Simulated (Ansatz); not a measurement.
Counterpoise correction, worked out

The pair of SiH₄ (SMILES [SiH4], atoms 1–5) and AsH₃ (SMILES [AsH3], atoms 6–9), both closed shells, in one local arrangement (a lower one may exist), relaxed at PBE0-D4/def2-TZVP:

```
9
angstrom
Si -0.0300 0.0670 -1.7737
H -0.9264 1.1678 -1.3392
H -0.4108 -1.1858 -1.0721
H 1.3752 0.4110 -1.4406
H -0.1591 -0.1297 -3.2400
As -0.1193 -0.6942 2.2933
H 0.1849 0.2548 3.4437
H 1.1002 -0.2223 1.5146
H -1.0147 0.3315 1.6139
```

Computed with Ansatz 0.2.0 (basis: def2-TZVPPD); correlated methods freeze the cores. Filled d shells of the heavier atoms are correlated. The def2 sets are not built for correlating such inner shells, so the correlated values are less sure here.

MP2 total energies in eV:

| system | geometry | basis functions | energy |
| --- | --- | --- | --- |
| pair | pair | all | -68780.18310 |
| SiH₄ | as in the pair | all (partner as ghosts) | -7929.47123 |
| AsH₃ | as in the pair | all (partner as ghosts) | -60850.67754 |
| SiH₄ | as in the pair | its own | -7929.46779 |
| AsH₃ | as in the pair | its own | -60850.66271 |
| SiH₄ | free (PBE0-D4 minimum) | its own | -7929.46791 |
| AsH₃ | free (PBE0-D4 minimum) | its own | -60850.66291 |

Problem. Work out the interaction energy with and without the counterpoise correction, the superposition error, and the binding energy from the relaxed fragments.

Solution. Without correction: -68780.18310 − (-7929.46779) − (-60850.66271) = -0.05260 eV.
With correction (each fragment in the whole basis): -68780.18310 − (-7929.47123) − (-60850.67754) = -0.03433 eV = -0.79 kcal/mol.
The superposition error is the difference, 0.01827 eV, 35 % of the uncorrected value: each fragment borrows its partner's functions.
Deformation from the free shapes: 0.00012 eV for SiH₄ and 0.00020 eV for AsH₃.
Binding energy from relaxed fragments: -0.03433 + 0.00012 + 0.00020 = -0.03401 eV = -0.78 kcal/mol (electronic, without zero-point energy; negative means bound). For comparison, the corrected interaction energy by CCSD(T) at an estimated basis limit (MP2 extrapolated from triple and quadruple zeta, plus CCSD(T) − MP2 in triple zeta) is -0.044 eV.

The T1 diagnostic stays at or below 0.012.

For scale, one of the runs: CCSD(T)/def2-TZVPPD, 221 basis functions, launched by `ansatz run in.yaml --threads 4 --pin off --events-out ev --progress --plain --max-ram 9574MiB`. Time: 67 s of wall clock on 4 CPU threads of an Arm Neoverse V1; the host was shared. Peak host memory: 3.1 GiB.
